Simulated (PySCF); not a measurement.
# Ne⁺: ionisation energy

Ne⁺ [He] 2s2 2p5 (2P) → Ne²⁺ [He] 2s2 2p4 (3P), as a difference of total energies. All numbers are calculated (PySCF 2.14, no relativity, point nucleus, in pcseg-2 (4s3p2d1f, 30 functions)). Correlated levels: valence: 1s2 frozen. The calculations carry no spin-orbit coupling.

| method | ionisation energy (eV) |
| --- | --- |
| UHF | 39.330 |
| LDA | 41.460 |
| TPSS | 41.000 |
| MP2 (valence) | 40.742 |
| SCS-MP2 (valence) | 40.722 |
| CCSD (valence) | 40.682 |
| CCSD(T) (valence) | 40.706 |

Problem. How much does correlation contribute at CCSD(T) (valence)?

Solution. 40.706 − (39.330) = 1.376 eV, measured against UHF.

Errors of the correlated levels include the incompleteness of this basis and the frozen core.

For comparison: 40.963 eV (measured; NIST Atomic Spectra Database, ionization energies).
